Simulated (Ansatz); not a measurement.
Consider the atomization: `[F][Ge]1([F])[CH2][O]1` → C• + 2 F• + Ge• + 2 H• + O•.

Isolated molecules relaxed with PBE0-D4/def2-TZVP in Ansatz; ΔE leaves out vibrations. CCSD(T)/CBS adds triple-zeta CCSD(T) − MP2 to the extrapolated MP2 energy (def2 sets, frozen cores). This one scheme is used for every species, atoms too. Functionals use def2-TZVPP. Open shells (•) are unrestricted, without spin–orbit coupling. Spin–orbit coupling would lower the free atoms: a little for C, F, O; clearly for Ge. Bonds to Ge are less sure, by a few kJ/mol each and by 10 to 20 or more in all where they break to atoms, as the def2 sets lack core-valence functions. Scalar relativity is left out up to krypton.

`[F][Ge]1([F])[CH2][O]1`:

```xyz
7

F    -0.338    0.176    2.284
Ge   -0.265    0.508    0.611
F    -0.691    2.157    0.485
C     0.097   -0.690   -0.779
O     1.245    0.033   -0.208
H     0.095   -1.762   -0.589
H    -0.144   -0.422   -1.806
```

**Question.** What is ΔE at CCSD(T)/CBS? (Best estimate.)

**Answer.** The calculation gave: +26.92 eV.

**Question.** What do these levels give: PBE0-D4, PBE, revPBE, PBE0, BHLYP, CAM-B3LYP, HF/def2-SVP, MP2/def2-SVP, CCSD/def2-SVP, CCSD(T)/def2-SVP, HF/def2-TZVPP, CCSD/def2-TZVPP? (Estimate.)

**Answer.** Computed: PBE0-D4 26.58, PBE 27.59, revPBE 26.29, PBE0 26.48, BHLYP 24.77, CAM-B3LYP 26.60, HF/def2-SVP 17.20, MP2/def2-SVP 25.86, CCSD/def2-SVP 24.34, CCSD(T)/def2-SVP 24.76, HF/def2-TZVPP 17.48, CCSD/def2-TZVPP 25.47 eV.

Largest T1 diagnostic among the species: 0.014.

From BLYP to BHLYP (50 % exact exchange), in def2-TZVPP and without D4, ΔE moves by −1.75 eV: exact exchange takes away binding that semilocal exchange gives to molecules. At CCSD(T), def2-SVP lies −2.15 eV from the extrapolated value and def2-TZVPP −0.77 eV: correlation converges slowly with the basis, and small sets miss more of it in the bonded molecule than in its fragments. In def2-TZVPP, CCSD(T) changes the Hartree–Fock value by +8.66 eV (the triples alone add +0.67 eV) and MP2 by +9.85 eV; breaking electron pairs costs correlation energy, which Hartree–Fock lacks.

For atomizations the MP2-based limit and the directly extrapolated one differ by several kJ/mol either way, and by 10 to 25 for some Ge, Se and Sn compounds, so smaller differences from it don't rank the levels.
